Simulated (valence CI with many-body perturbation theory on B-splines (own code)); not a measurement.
# Basis-set convergence for Pm LVII

Computed by relativistic CI+MBPT: three valence electrons over a frozen Dirac-Fock core [He], a basis of 9 s, 9 p, 8 d, 6 f, 3 g, 1 h functions for each j, with the one-electron correlation potential Σ1 (screened to all orders), the two-electron term Σ2, the three-electron term Σ3, Breit, model QED; selected single and double excitations, second order for the rest, scaled by the run's own slope (own B-spline code, finite nucleus).

No measured spectrum was set against this ion. As an estimate, large intervals hold to a few tenths of a per cent, small ones and those within an open d or f shell to about a per cent.

The reference run has the lowest level (2s^2 2p1/2) J=1/2 and an ionisation energy of 12130.7 eV. Its largest variational space holds 9258 state functions.

Levels are named by their leading jj configuration (3d3/2^4 stands for four electrons in 3d with j = 3/2), which in mixed levels can hold well under half, so a name can repeat and another be missing. Letters in brackets count levels of one name in rising energy.

Changed runs:
A. basis 6 s, 6 p, 5 d, 3 f, 1 g
B. basis 5 s, 5 p, 4 d, 2 f

Excitation energies of the reference run in cm⁻¹, and shifts in cm⁻¹:

```csv
Level,Reference,A,B
(2s 2p1/2^2) J=1/2,1591170,-72,-157
(2s^2 2p3/2) J=3/2,4948900,-11,-67
(2s 2p1/2 2p3/2) J=3/2 [a],6059160,-176,-568
(2s 2p1/2 2p3/2) J=5/2,6345460,+44,-49
(2s 2p1/2 2p3/2) J=1/2,6802780,+22,+66
(2s 2p1/2 2p3/2) J=3/2 [b],6812870,+99,+272
(2p1/2^2 2p3/2) J=3/2,8491010,-46,-30
(2s 2p3/2^2) J=5/2,11153300,-70,-318
(2s 2p3/2^2) J=1/2,11843100,-27,+97
(2s 2p3/2^2) J=3/2,11850600,+58,+184
(2p1/2 2p3/2^2) J=3/2,13136100,-120,-369
(2p1/2 2p3/2^2) J=5/2,13307600,+75,+140
Ionisation energy (eV),12130.7,-0.0088,-0.062
```
